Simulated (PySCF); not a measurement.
# Complete the spectrum of C7H6N2

Species: C7H6N2.
SMILES with atom numbers: `[H]/[N:6]=[C:5]([C:4]#[C:3][C:2]#[CH:1])/[CH:7]=[N:8]\[CH3:9]` (hydrogens: H10 on C1; H11 on N6; H12 on C7; H13, H14, H15 on C9)

Geometry (GFN2-xTB, Å), atoms numbered from 1 in this order:
```xyz
15
C7H6N2 angstrom
C      4.506    0.313   -2.183
C      3.421    0.218   -1.665
C      2.209    0.111   -1.069
C      1.108    0.031   -0.565
C     -0.117   -0.099    0.142
N     -0.204   -0.490    1.352
C     -1.332    0.259   -0.624
N     -2.533    0.250   -0.245
C     -2.932   -0.133    1.069
H      5.447    0.397   -2.637
H      0.686   -0.713    1.795
H     -1.153    0.571   -1.649
H     -2.461    0.495    1.829
H     -4.017   -0.040    1.127
H     -2.633   -1.160    1.290
```

The calculation used PySCF, TDDFT CAM-B3LYP/def2-SVPD, vertical, gas phase, core orbitals frozen in the response.

Orbital energies (eV): HOMO-3 -9.93, HOMO-2 -9.13, HOMO-1 -9.04, HOMO -8.43, LUMO -1.61, LUMO+1 -0.12, LUMO+2 0.49.

Lowest singlets, with some entries withheld (?).

```json
{"state": "S1", "E (eV)": "3.27", "f": "?", "main configurations (H = HOMO, L = LUMO)": "H→L (83%), H→L+2 (12%)"}
{"state": "S2", "E (eV)": "3.86", "f": "?", "main configurations (H = HOMO, L = LUMO)": "H-2→L (88%)"}
{"state": "S3", "E (eV)": "4.44", "f": "?", "main configurations (H = HOMO, L = LUMO)": "H-1→L (64%), H-2→L+1 (27%)"}
{"state": "S4", "E (eV)": "4.75", "f": "?", "main configurations (H = HOMO, L = LUMO)": "H-4→L (58%), H-1→L+1 (19%), H-2→L+2 (9%)"}
{"state": "S5", "E (eV)": "4.86", "f": "?", "main configurations (H = HOMO, L = LUMO)": "H-1→L+1 (75%), H-4→L (14%)"}
{"state": "S6", "E (eV)": "5.63", "f": "?", "main configurations (H = HOMO, L = LUMO)": "H-3→L (90%)"}
{"state": "S7", "E (eV)": "5.80", "f": "?", "main configurations (H = HOMO, L = LUMO)": "H→L+2 (63%), H→L (13%), H→L+7 (10%)"}
{"state": "S8", "E (eV)": "6.07", "f": "?", "main configurations (H = HOMO, L = LUMO)": "H→L+1 (31%), H-1→L+2 (24%), H-2→L+1 (14%)"}
```

**Question.** What stands in place of each question mark?

**Answer.** 
- S1: f = 0.0000
- S2: f = 0.0009
- S3: f = 0.088
- S4: f = 0.0021
- S5: f = 0.0000
- S6: f = 0.164
- S7: f = 0.0001
- S8: f = 0.313

**Question.** Where do the lowest triplets lie (Tamm–Dancoff)?

**Answer.** T1 2.65 eV, H→L (75%), H→L+2 (18%); T2 3.04 eV, H-1→L (79%); T3 3.46 eV, H-2→L (70%), H-4→L (13%). E(S1) − E(T1) = +0.62 eV.

**Question.** What is the mean static polarisability from the same response equations?

**Answer.** 108.3 au (16.04 Å³), with principal values 57.1, 77.4 and 190.3 au.

**Question.** Which level carries the most intensity, and what share of the listed sum of f?

**Answer.** S8, with f = 0.313 of 0.567, 55%.

One conformer stands for the species.
